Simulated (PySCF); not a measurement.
# What a mistake does to a calculation on BC2GeH7

All numbers below are calculated, not measured. They come from PySCF 2.14.0, an open-source quantum chemistry program, on an isolated molecule that a program drew, which may never have been made. The molecule is BC2GeH7 (charge 0, singlet), drawn as the SMILES string `CB=[CH][GeH3]`.

Each row is a Hartree-Fock (HF) and frozen-core CCSD(T) single point in the cc-pVDZ basis, meant for a local HF minimum. Run 1 is clean. Each other run has one planted mistake out of seven kinds, and not every kind appears here: one electron removed, one electron added, multiplicity raised by two, geometry at a saddle point, minimal basis STO-3G, one bond length entered in bohr, all coordinates scaled. The reference is restricted for singlets and unrestricted otherwise, and also for a bond in bohr. Adding or removing an electron swaps singlet and doublet. Electrons count all cores. HOMO and LUMO are orbital energies over both spins, the gradient is its largest component, and the lowest frequency (negative if imaginary) is given only where the gradient is small. Bond lengths are over the 10 bonds as drawn. T1 is the CCSD diagnostic: over 0.02 (restricted) or 0.045 (unrestricted) a single reference is doubtful. Germanium has the cc-pVDZ-PP basis, with a core potential (ECP10MDF) in place of its 10 inner electrons, and its 3s, 3p and 3d shells are frozen in CCSD(T).

Geometry of the clean run:
```xyz
11
BC2GeH7, angstrom
C    -1.8734    0.7813    1.1707
B    -1.8873    0.4299   -0.3328
C    -1.8452    0.0523   -1.6610
Ge   -0.7280   -1.4307   -2.2057
H    -1.4934    1.7880    1.3542
H    -2.8606    0.6780    1.6250
H    -1.2017    0.0757    1.6724
H    -2.4168    0.5514   -2.4366
H    -1.5581   -2.5538   -2.8456
H    -0.0022   -2.0065   -0.9790
H     0.3300   -0.9908   -3.2290
```

| run | electrons | basis functions | <S^2> | HOMO (eV) | LUMO (eV) | gradient (hartree/bohr) | lowest frequency (cm^-1) | mean bond (Å) | longest bond (Å) | T1 | HF (hartree) | CCSD(T) (hartree) | mistake |
|---|---|---|---|---|---|---|---|---|---|---|---|---|---|
| 1 | 56 | 100 | 0.000 | -8.68 | 2.95 | 3.5e-05 | 62 | 1.3834 | 1.935 | 0.0122 | -397.83236 | -398.35725 | no fault |
| 2 | 56 | 100 | 0.000 | -8.48 | 2.54 | 3.1e-02 | - | 1.4526 | 2.032 | 0.0133 | -397.80921 | -398.34452 | all coordinates scaled |
| 3 | 56 | 100 | 0.980 | -9.13 | 1.83 | 4.0e-02 | - | 1.5208 | 2.918 | 0.0418 | -397.68715 | -398.19043 | one bond length entered in bohr |
| 4 | 56 | 100 | 2.017 | -5.59 | 0.64 | 9.6e-02 | - | 1.3834 | 1.935 | 0.0143 | -397.73362 | -398.22944 | ? |

**Which mistake was planted in run 4, and what did it cost?**

Electrons, basis and geometry are unchanged, and <S^2> is 2.017, beside S(S+1) = 2.00 for a multiplicity of 3. So the mistake is: multiplicity raised by two. Subtracting run 1 and multiplying by 627.51 kcal/mol a hartree, the energy moved by 62.0 kcal/mol in HF and 80.2 kcal/mol in CCSD(T).

